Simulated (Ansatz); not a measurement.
Harmonic frequencies (cm⁻¹) at PBE0-D4/def2-TZVP from Ansatz: 32, 40, 109, 111, 353, 694, 716, 735, 785, 915, 949, 954, 961, 1002, 1298, 1394, 1434, 1456, 2246, 2253, 2259, 3027, 3109, 3121.

Each molecule was computed in one conformer, which needn't be the lowest.

Which molecule is it?
A. `[CH3][Al][GeH3]`•
B. `C[CH2][GaH]`•
C. `F[SiH2]O[SiH2]`•
D. `C[B]O[SiH3]`•

D.
